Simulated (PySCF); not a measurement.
The vertical singlet excitations below were computed for one of the candidates. Theory: TDDFT CAM-B3LYP/def2-SVPD, vertical, gas phase, core orbitals frozen in the response in PySCF 2.14.0, density-fitted response routines. Geometries: GFN2-xTB, one conformer each.

```tsv
state	E (eV)	f	main configurations (H = HOMO, L = LUMO)
S1	4.54	0.453	H→L (96%)
S2	4.90	0.018	H-1→L (82%)
S3	5.98	0.036	H-3→L (53%), H-2→L (29%), H-1→L (10%)
S4	6.12	0.069	H-2→L (66%), H-3→L (28%)
S5	6.50	0.0039	H→L+2 (75%)
S6	6.69	0.0026	H-4→L (61%), H-5→L (31%)
S7	7.05	0.026	H→L+1 (84%)
S8	7.20	0.037	H→L+3 (84%)
```

Triplets computed (Tamm–Dancoff): 2.59, 4.31, 4.53 eV.

Task: Which candidate is it? All have the formula C6H6ClFO.
A. `C=C/C(C)=C(\Cl)C(=O)F`
B. `F[C@H]1C=COC=C1CCl`
C. `C/C=C(C=O)/C(Cl)=C/F`

Result: A. Its S1 lies at 4.54 eV; the nearest of the others has S1 at 3.87 eV. S1 is HOMO→LUMO (96%). Löwdin shares by element: HOMO carbon 52% or more, chlorine 21% (atoms not listed hold the other 27%); LUMO carbon 63% or more (atoms not listed hold the other 37%). At the same level the other candidates give, for their lowest levels:
- `C/C=C(C=O)/C(Cl)=C/F`: 3.87 eV (f 0.001); 4.60 eV (f 0.158); 5.92 eV (f 0.022); 6.08 eV (f 0.028); 6.30 eV (f 0.340); T1 2.94 eV; HOMO -8.33, LUMO -1.11 eV
- `F[C@H]1C=COC=C1CCl`: 5.75 eV (f 0.117); 6.67 eV (f 0.041); 6.85 eV (f 0.019); 6.89 eV (f 0.010); 6.92 eV (f 0.030); T1 4.13 eV; HOMO -8.58, LUMO 0.33 eV

Shape of the structure used: `[CH2:1]=[CH:2]/[C:3]([CH3:4])=[C:5](\[Cl:6])[C:7](=[O:8])[F:9]`: C1–C2–C3–C4 12°, C3–C5–C7–O8 -6°.
